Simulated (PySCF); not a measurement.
# Relaxation of singlet PtH₃⁻

Level of theory: PBE0/[Pt def2-TZVPD with ECP60, H def2-TZVPD], scalar-relativistic core potentials, density fitting, no spin–orbit coupling, PySCF. A (50,194) grid was used.

A hand-made T-shaped start, of C2v symmetry, held to at least that symmetry:

```xyz
4
charge -1 multiplicity 1, angstrom
Pt    0.0000    0.0000   -0.0084
H     0.0000    0.0000    1.5416
H     1.5491    0.0000    0.0457
H    -1.5491    0.0000    0.0457
```

What does it relax to?

It ends at C2v with Pt–H 1.506 Å, Pt–H 1.667 Å (×2); H–Pt–H 89.5° (×2), H–Pt–H 178.9° (after a last refinement on a finer grid). A frequency run shows a minimum.

How much energy is released, and in how many steps?

25.6 kJ/mol in 4 steps.

No spin–orbit coupling is included, which matters more the heavier the element.

The relaxation took about 10 core-seconds on a shared host.
